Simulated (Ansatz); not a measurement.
Ansatz (a first-principles code) input:
A basis named .json is the Basis Set Exchange file of that set.

Ansatz 0.2 input:
```yaml
crystal:
  periodic: [false, false, false]
  atoms:
    - {symbol: Sr, position_ang: [-0.00000000, -0.00000000, -0.40177766]}
    - {symbol: F, position_ang: [0.00000000, 0.00000000, 1.69639455]}
basis:
  gaussian:
    orbitals: def2-QZVPP.json
magnetization: {spin_polarized: true, initial_magnetization: 1}
correlation: {method: ccsd_t, electrons: outside_noble_gas}
```

### Question
What final total energy does it print?

### Answer
-130.22460 Eh (CCSD(T)/def2-QZVPP). The basis has 120 functions.
